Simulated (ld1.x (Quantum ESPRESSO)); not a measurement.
Logarithmic derivatives: dysprosium, ultrasoft

ld1.x (Quantum ESPRESSO) 7.5 input, shortened:

```
&input
   title='Dy', zed=66., rel=2, dft='PBE', iswitch=3,
   config='[Xe] 4f10 5d0 6s1 6p0', rel_dist='average'
 /
 &inputp
   pseudotype=3, tm=.true., lloc=-1, rcloc=1.15,
   nlcc=.false.
 /
8
5S  1  0   2.00   0.00  1.65  1.85  0.0
6S  2  0   1.00   0.00  1.65  1.85  0.0
5P  2  1   6.00   0.00  2.35  2.95  0.0
6P  3  1   0.00   0.00  2.35  2.95  0.0
5D  3  2   0.00   0.00  1.85  2.32  0.0
5D  3  2   0.00   0.65  1.85  2.32  0.0
4F  4  3  10.00   0.00  1.20  1.50  0.0
4F  4  3   0.00   2.35  1.20  1.50  0.0
 &test
   configts(1)='4f10 5s2 5p6 5d0 6s1 6p0'
 /
```

Open shells are filled in proportion to 2j + 1 (rel_dist='average').

The phase is arctan(r·u′/u) with u = r·R(r), unwrapped; energies in Ry, scanned from -6 to 5 Ry. A pole is an energy at which the radial function vanishes at the test radius. The pseudo phase is shifted by a multiple of π to meet the all-electron one at the reference energy, and phase errors are pseudo minus all-electron; the curves can meet again beyond the range given. Levels narrower than the energy grid can be missing from the lists of poles.

```json
{"channel": "s", "radius (bohr)": "3.21", "reference energy (Ry)": "-0.65", "poles, all-electron": "-4.05, 1.14", "poles, pseudo": "-4.22, -4.08, 1.72", "unbroken range about the reference energy with phases within 0.05 rad": "not even at the reference energy", "phase error 1 Ry above the reference energy (rad)": "+0.163"}
{"channel": "p1/2", "radius (bohr)": "3.21", "reference energy (Ry)": "-0.42", "poles, all-electron": "-2.53, 2.06", "poles, pseudo": "-2.56, 2.60", "unbroken range about the reference energy with phases within 0.05 rad": "not even at the reference energy", "phase error 1 Ry above the reference energy (rad)": "+1.031"}
{"channel": "p3/2", "radius (bohr)": "3.21", "reference energy (Ry)": "-0.39", "poles, all-electron": "-2.16, 2.38", "poles, pseudo": "-2.19, -0.16", "unbroken range about the reference energy with phases within 0.05 rad": "not even at the reference energy", "phase error 1 Ry above the reference energy (rad)": "-0.939"}
{"channel": "d3/2", "radius (bohr)": "3.21", "reference energy (Ry)": "-0.52", "poles, all-electron": "-0.01, 4.30", "poles, pseudo": "-0.04, 4.17", "unbroken range about the reference energy with phases within 0.05 rad": "not even at the reference energy", "phase error 1 Ry above the reference energy (rad)": "-0.010"}
{"channel": "d5/2", "radius (bohr)": "3.21", "reference energy (Ry)": "-0.50", "poles, all-electron": "0.04, 4.39", "poles, pseudo": "0.01, 4.24", "unbroken range about the reference energy with phases within 0.05 rad": "not even at the reference energy", "phase error 1 Ry above the reference energy (rad)": "-0.009"}
{"channel": "f5/2", "radius (bohr)": "3.21", "reference energy (Ry)": "-0.74", "poles, all-electron": "-0.72, 2.48", "poles, pseudo": "-0.74, 2.88, 4.23", "unbroken range about the reference energy with phases within 0.05 rad": "not even at the reference energy", "phase error 1 Ry above the reference energy (rad)": "+0.017"}
{"channel": "f7/2", "radius (bohr)": "3.21", "reference energy (Ry)": "-0.67", "poles, all-electron": "-0.65, 2.50", "poles, pseudo": "-0.68, 2.89, 4.04", "unbroken range about the reference energy with phases within 0.05 rad": "not even at the reference energy", "phase error 1 Ry above the reference energy (rad)": "+0.022"}
```

A Bessel basis up to 400 Ry misses an occupied level by 1.36 Ry, so cutoffs and ghosts were not judged. Its overlap operator is not positive definite in a basis up to 400 Ry (lowest eigenvalue p3/2 -1.22), so the file is unfit for use: the generalised eigenproblem breaks down once the basis is large enough, and its test numbers describe a broken file. The potential misses its own reference levels by up to 0.8 eV.

Phases in the p1/2 channel:

| E (Ry) | all-electron | pseudo |
| --- | --- | --- |
| -6.00 | 1.432 | 1.433 |
| -5.48 | 1.423 | 1.425 |
| -4.96 | 1.414 | 1.416 |
| -4.44 | 1.401 | 1.405 |
| -3.92 | 1.385 | 1.389 |
| -3.40 | 1.358 | 1.365 |
| -2.88 | 1.281 | 1.284 |
| -2.36 | -1.722 | -1.720 |
| -1.84 | -1.815 | -1.793 |
| -1.32 | -1.895 | -1.848 |
| -0.80 | -2.043 | -1.928 |
| -0.28 | -2.501 | -2.083 |
| 0.24 | -3.861 | -2.523 |
| 0.76 | -4.427 | -3.728 |
| 1.28 | -4.597 | -4.356 |
| 1.80 | -4.682 | -4.560 |
| 2.32 | -4.739 | -4.667 |
| 2.84 | -4.790 | -4.754 |
| 3.36 | -4.847 | -4.884 |
| 3.88 | -4.931 | -5.720 |
| 4.40 | -5.111 | -7.591 |
| 4.92 | -5.857 | -7.760 |
